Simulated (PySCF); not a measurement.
Species: As₂.
Cartesian coordinates in Å at the BHandHLYP/def2-SVPD level; atoms count from 1:
```xyz
2
As2 angstrom
As     0.743   -0.477    0.542
As    -0.740    0.478   -0.556
```

Computed with BHandHLYP/def2-SVPD geometry optimisation, gas phase (PySCF).

Masses are those of the commonest isotopes; rigid-rotor values at the optimised geometry. 

Q: What are the moment of inertia and the rotational constant?

A: I = 161.708 u·Å², B = 505379 MHz·u·Å²/I = 3125 MHz (0.1042 cm⁻¹, or 0.150 K as hB/k). For two atoms I = μr² with μ = 37.4608 u and r = 2.0777 Å.

Q: List the first levels of a rigid rotor in a Σ state.

A: E(J) = BJ(J+1): J = 1: 0.208, J = 2: 0.625, J = 3: 1.251, J = 4: 2.085, J = 5: 3.127, J = 6: 4.378 cm⁻¹.

Q: Has it a pure rotational spectrum?

A: Not by electric dipole: D∞h allows no dipole (computed 0.00 D). Rotational Raman lines (ΔJ = 2) lie at B(4J + 6), spaced by 4B = 0.417 cm⁻¹, with nuclear-spin weights that differ between even and odd J.

No BHandHLYP/def2-SVPD frequencies stand behind this structure, so it isn't proved a minimum. These are rigid-rotor constants of the computed structure; measured ground-state constants (B0) also hold zero-point vibration.

Time: 4.7 s; peak memory 0.40 GiB. Hardware: one thread, Arm Neoverse V1 (aarch64), no GPU, shared host with 32 logical CPUs at a one-minute load of 9.0. That covers the optimisation of the geometry.
